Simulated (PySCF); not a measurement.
Sb(Cl)3 cation (Cl₃Sb), SMILES [Cl][Sb]([Cl])[Cl] (connectivity only; charge and spin as stated), charge +1, multiplicity 2.

The structure is a stationary point at PBE0-D3(BJ)/def2-SVP. The multiplicity is an assumed one; other spin states were not compared. The isomer is the one that the SMILES or the coordinates give; other isomers of the formula were not compared. The def2 effective core potentials stand for the cores of Sb; spin–orbit coupling is left out.

Two levels are set side by side: PBE/def2-TZVPD (PySCF) and M06-2X/def2-TZVPD (PySCF). Same geometry, gas phase. Differences are taken from unrounded values.

```json
[
 {"quantity": "α-spin orbital gap (eV)", "PBE": "4.33"},
 {"quantity": "β-spin orbital gap (eV)", "PBE": "1.09"},
 {"quantity": "mean polarisability (bohr³)", "PBE": "84.0"}
]
```

Question: These are the PBE values. What does M06-2X give? (The exact figures need the calculation; the answer reports its results.)

Answer: 
```json
[
 {"quantity": "α-spin orbital gap (eV)", "M06-2X": "8.69", "PBE minus M06-2X": "-4.36"},
 {"quantity": "β-spin orbital gap (eV)", "M06-2X": "5.45", "PBE minus M06-2X": "-4.35"},
 {"quantity": "mean polarisability (bohr³)", "M06-2X": "78.9", "PBE minus M06-2X": "5.0"}
]
```

PBE's more diffuse valence density responds more strongly to a field. Differences between two approximate levels are no errors against the true value.

Rough cost on one machine, each run with all the roots and properties that it gave: M06-2X against PBE within a factor of 2.
